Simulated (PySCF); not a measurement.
Compound: C5H6N2O2S.
Numbering: `[CH3:1][S:2](=[O:3])(=[O:4])[c:5]1[cH:6][n:7][cH:8][n:9][cH:10]1` (hydrogens: H11, H12, H13 on C1; H14 on C6; H15 on C8; H16 on C10)

Geometry (PBE0-D3(BJ)/def2-SVP, Å), atoms numbered from 1 in this order:
```xyz
16
C5H6N2O2S angstrom
C     -2.2925   -0.2309   -0.7523
S     -1.3242   -0.2310    0.7454
O     -1.6904    0.9555    1.5106
O     -1.3975   -1.5715    1.3155
C      0.3491    0.0056    0.1835
C      0.8944    1.2817    0.0609
N      2.1520    1.4548   -0.3296
C      2.8548    0.3518   -0.5783
N      2.4389   -0.9073   -0.4604
C      1.1811   -1.0825   -0.0710
H     -2.1906    0.7391   -1.2544
H     -1.9702   -1.0606   -1.3937
H     -3.3283   -0.3843   -0.4178
H      0.2969    2.1689    0.3003
H      3.8902    0.4961   -0.9086
H      0.8142   -2.1067    0.0618
```

Method used: TDDFT CAM-B3LYP/def2-SVPD, vertical, gas phase, core orbitals frozen in the response in PySCF.

Ground-to-excited transition dipoles (e·a0, same axes as the geometry; the sign carries no meaning), for the states with f of 0.002 or more among the lowest 6:

```
state  E (eV)      μx      μy      μz
   S1   4.514  -0.062   0.006  -0.197
   S3   5.562   0.040   0.020  -0.218
   S5   5.885   0.030  -0.288  -0.014
   S6   6.462  -1.036  -0.143   0.217
```

(1) Work out the oscillator strengths.

(2) What angle do the transition dipoles of S5 and S6 make?

(3) What peak molar absorption coefficient would the strongest computed level give as a lone Gaussian band 0.3 eV wide at half height?

Results:

(1) f = (2/3) ΔE |μ|² with ΔE in hartree (27.2114 eV).

```tsv
state	|μ|² (au)	|μ| (D)	f
S1	0.043	0.53	0.005
S3	0.050	0.57	0.007
S5	0.084	0.74	0.012
S6	1.142	2.72	0.181
```

(2) |cos θ| = |μa·μb| / (|μa| |μb|) = 0.02, so θ ≈ 89° (taken between 0 and 90°, since the signs are arbitrary).

(3) ε(max) = 2.175×10⁸ f / FWHM, with the width in cm⁻¹. S6: 2.175×10⁸ × 0.1807 / 2420 ≈ 16000 L mol⁻¹ cm⁻¹.

Cost: about 1.9 min of CPU time on one thread; the machine was shared, so the figure is rough.

One conformer stands for the species.
